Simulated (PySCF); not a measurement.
A structure optimised at B3LYP-D3(BJ)/def2-TZVP, used in a PySCF frequency run:

```xyz
5

Cd     0.3012    -0.0043     0.0000
H      1.9566     0.0407     0.0000
N     -1.7244     0.1083     0.0000
H     -2.1708    -0.2970     0.8145
H     -2.1708    -0.2970    -0.8145
```
Charge 0, spin multiplicity 1.

Q: Write its SMILES, formula and point group.

A: [NH2][CdH], CdH3N, Cs

Q: What are its rotational constants (standard atomic weights)?

A: 306.13, 7.7588, 7.6388 GHz
